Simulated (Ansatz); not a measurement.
```xyz
2

Zr    0.0000    0.0000    0.0000
P     0.0000    0.0000    2.5944
```

Basis set: pcseg-2 on P; def2-TZVPP on Zr (spherical functions, with the set's core potentials past Kr). Some runs use density fitting. Charge 0, multiplicity 2.

Computed with Ansatz (development build ahead of 0.2.0); each method stands on the lowest determinant of its kind that the runs found.

Task: Give the atomization energy at this shape (free ground-state atoms in the same class of orbitals less the molecule, no zero-point energy) of doublet ZrP by UHF, ROHF.

Result:

| method | atomization energy |
| --- | --- |
| UHF | 124.8 kJ/mol |
| ROHF | -72.0 kJ/mol |

Caution: another spin multiplicity may lie lower. Caution for UHF: the unrestricted determinant is a mixture of spin states. Caution for ROHF: an unrestricted determinant lies well below.

The shape needn't be a minimum at these levels.
